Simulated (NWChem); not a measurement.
Relativistic effects in HGa

```xyz
2

Ga     0.0000     0.0000     0.0529
H      0.0000     0.0000    -1.6386
```
Charge 0, spin multiplicity 1.

All runs are NWChem calculations. Structure: optimised with B3LYP/def2-SVP, a minimum by its harmonic frequencies.

Functional PBE, all-electron basis x2c-SVPall-2c, contracted for the X2C Hamiltonian and used here with ZORA. The ion keeps the geometry and has multiplicity 2 in the scalar run; the spin-orbit run starts from the same electron counts.

Relative cost: rough, from shared machines, SCF included, scalar ZORA = 1.

The structure started from a generated list of species. No SCF solution was tested for a lower state.

| Hamiltonian | ΔSCF ionisation energy (eV) | HOMO (eV) | LUMO (eV) | gap (eV) | relative cost |
|---|---|---|---|---|---|
| scalar ZORA | 8.41 | -4.96 | -2.44 | 2.52 | 1 |
| spin-orbit ZORA | 8.41 | -4.96 | -2.48 | 2.48 | under 3 |

From scalar ZORA to spin-orbit ZORA the ionisation energy is nearly the same.
